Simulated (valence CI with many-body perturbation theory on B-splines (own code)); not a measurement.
Sensitivity of CI+MBPT for La XVII

Computed by valence CI with perturbative core correlation (CI+MBPT): five valence electrons over a frozen Dirac-Fock core [Kr], a basis of 6 s, 6 p, 5 d, 5 f, 1 g functions for each j, with the one-electron correlation potential Σ1 (screened to all orders), the two-electron term Σ2, the three-electron term Σ3, Breit, model QED; selected single and double excitations, second order for the rest, scaled by the run's own slope (own B-spline code, finite nucleus).

No measured levels were compared; by estimate terms of the open shell hold to 2 to 4 % of their energy, and close levels can change places. Among the levels kept, up to 480 cm⁻¹ of a level comes from second order outside the variational space, and about a tenth of that is noise between levels of different J, which matters for small intervals. Only levels of the ground parity were solved; by the run's estimate the other parity begins above the list, which can be wrong where configurations are misplaced.

The reference run has the lowest level (4d3/2^3 4d5/2^2) J=5/2 [a] and an ionisation energy of 430.595 eV. Its largest variational space holds 9973 state functions.

Levels are named by their leading jj configuration (3d3/2^4 stands for four electrons in 3d with j = 3/2), which in mixed levels can hold well under half, so a name can repeat and another be missing. Letters in brackets count levels of one name in rising energy.

Changed runs:
A. natural orbitals for correlation on → off
B. scale of Σ1 1 → 0.9
C. correlating orbitals by l 3 3 3 3 1 → 4 4 3 0 0
D. correlating orbitals by l 3 3 3 3 1 → 2 2 1 1 0; natural orbitals for correlation on → off (bad on purpose)

Excitation energies of the reference run in cm⁻¹, and shifts in cm⁻¹:

| Level | Reference | A | B | C | D |
| --- | --- | --- | --- | --- | --- |
| (4d3/2^4 4d5/2) J=5/2 | 35575 | +1273 | +18 | +1170 | +1558 |
| (4d3/2^3 4d5/2^2) J=7/2 [a] | 48457 | +1589 | -5.2 | +1590 | +1911 |
| (4d3/2^3 4d5/2^2) J=3/2 | 50813 | +1729 | -1.9 | +1623 | +2010 |
| (4d3/2^3 4d5/2^2) J=11/2 | 51312 | +1454 | -11 | +1457 | +1771 |
| (4d3/2^3 4d5/2^2) J=5/2 [b] | 53892 | +1097 | -17 | +1072 | +1384 |
| (4d3/2^3 4d5/2^2) J=9/2 | 54191 | +1480 | -16 | +1511 | +1804 |
| (4d3/2^3 4d5/2^2) J=1/2 | 59164 | +1734 | -12 | +1589 | +1997 |
| (4d3/2^2 4d5/2^3) J=7/2 [a] | 66372 | +1768 | -26 | +1819 | +2140 |
| (4d3/2^3 4d5/2^2) J=5/2 [c] | 71205 | +1609 | -20 | +1509 | +1959 |
| (4d3/2^2 4d5/2^3) J=11/2 | 76398 | +1671 | -33 | +1680 | +2071 |
| (4d3/2^2 4d5/2^3) J=1/2 | 77748 | +1759 | -40 | +1714 | +2082 |
| (4d3/2^3 4d5/2^2) J=7/2 [b] | 78256 | +2335 | -13 | +2273 | +2774 |
| Ionisation energy (eV) | 430.595 | +0.024 | -0.212 | -0.023 | +0.060 |
